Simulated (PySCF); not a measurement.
A structure optimised at PBE0-D3(BJ)/def2-TZVPD, used in a PySCF frequency run:

```
K
I 1 3.0732
```

**Question.** Write its SMILES, formula and point group.

**Answer.** [K][I], IK, C∞v

**Question.** What are its rotational constants (standard atomic weights)?

**Answer.** 1.7903 GHz (linear rotor, B only)
